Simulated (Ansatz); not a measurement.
CBr3 (SMILES Br[C](Br)Br), doublet, at a GFN2-xTB geometry; SVWN5/pcseg-1 (Ansatz, an electronic-structure program).

Ansatz was given this input:
Ansatz 0.2 input:
```yaml
crystal:
  periodic: [false, false, false]
  atoms:
    - {symbol: Br, position_ang: [-0.90210057, 1.60547864, 0.00874749]}
    - {symbol: C, position_ang: [-0.00024609, -0.00644433, 0.35123384]}
    - {symbol: Br, position_ang: [-0.93921857, -1.58329200, -0.04978510]}
    - {symbol: Br, position_ang: [1.84136133, -0.02108190, -0.01917391]}
basis:
  gaussian:
    orbitals: pcseg-1.json
hamiltonian:
  xc: {name: SVWN5}
magnetization: {spin_polarized: false, initial_magnetization: 1}
```
The basis file holds pcseg-1 in the JSON format of the Basis Set Exchange.

Task: Predict the main parts of the log of this Ansatz run.

Result: 
```
Functional definition: SVWN5
1149 factors; their error is unknown
mean field evaluation 1: about -210850.0046 eV, gradient 3.0e1 eV
mean field evaluation 2: about -210836.8617 eV, gradient 6.7e1 eV
mean field evaluation 4: about -210852.3976 eV, gradient 2.4e0 eV
mean field evaluation 8: about -210852.3816 eV, gradient 4.4e-2 eV
mean field evaluation 16: about -210849.9693 eV, gradient 3.0e1 eV
mean field -210852.38158867 eV, -7748.6821025063 hartree, gradient 2.4e-5 eV, S^2 0.750000; 0 other end points of the search recorded, 0 dependent functions left out
reference -210852.38161592 eV, -7748.6821035074 hartree; 56, 55 occupied and 39, 40 virtual orbitals, 1149 factors
Total energy: -210852.38161592 eV, -7748.6821035074 hartree
```
